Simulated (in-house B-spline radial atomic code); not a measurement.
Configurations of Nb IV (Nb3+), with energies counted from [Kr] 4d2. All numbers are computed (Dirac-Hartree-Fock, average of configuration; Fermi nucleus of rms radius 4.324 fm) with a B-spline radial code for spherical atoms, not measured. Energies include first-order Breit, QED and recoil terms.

Occupations are held fixed; configurations that lie above the ionisation limit could autoionise.

```json
{"configuration": "[Kr] 4d1 5s1", "E - E(ref) (eV)": "5.7455", "highest orbital": "5s1/2", "its <r> (bohr)": "2.816"}
{"configuration": "[Kr] 4d1 6p1", "E - E(ref) (eV)": "22.423", "highest orbital": "6p3/2", "its <r> (bohr)": "5.985"}
{"configuration": "[Kr] 4d1 7p1", "E - E(ref) (eV)": "27.264", "highest orbital": "7p3/2", "its <r> (bohr)": "9.427"}
{"configuration": "[Kr] 4d1 8s1", "E - E(ref) (eV)": "29.218", "highest orbital": "8s1/2", "its <r> (bohr)": "12.45"}
{"configuration": "[Kr] 4d1 7f1", "E - E(ref) (eV)": "31.148", "highest orbital": "7f5/2", "its <r> (bohr)": "15.92"}
{"configuration": "[Kr] 4d1 7g1", "E - E(ref) (eV)": "31.351", "highest orbital": "7g7/2", "its <r> (bohr)": "15.83"}
{"configuration": "[Ar] 3d10 4s2 4p5 4d2 4f1", "E - E(ref) (eV)": "57.798", "highest orbital": "4f5/2", "its <r> (bohr)": "3.96"}
{"configuration": "[Ar] 3d10 4s2 4p5 4d2 7g1", "E - E(ref) (eV)": "67.752", "highest orbital": "7g7/2", "its <r> (bohr)": "15.82"}
```

Order these further configurations by energy, lowest first.
A. [Ar] 3d10 4s2 4p5 4d2 8g1
B. [Ar] 3d10 4s2 4p5 4d2 6s1
C. [Ar] 3d10 4s2 4p5 4d2 7s1
D. [Kr] 4d1 6s1
E. [Ar] 3d10 4s2 4p5 4d2 6f1

D (20.158 eV), B (56.464 eV), C (62.486 eV), E (65.785 eV), A (68.795 eV).

How far above the reference does [Kr] 4d1 5g1 lie?

27.084 eV; its least bound orbital is 5g7/2 with <r> = 6.855 bohr.

How far above the reference does [Ar] 3d10 4s2 4p5 4d2 5s1 lie?

41.805 eV; its least bound orbital is 5s1/2 with <r> = 2.788 bohr.

How far above the reference does [Kr] 4d1 8p1 lie?

29.869 eV; its least bound orbital is 8p3/2 with <r> = 13.61 bohr.
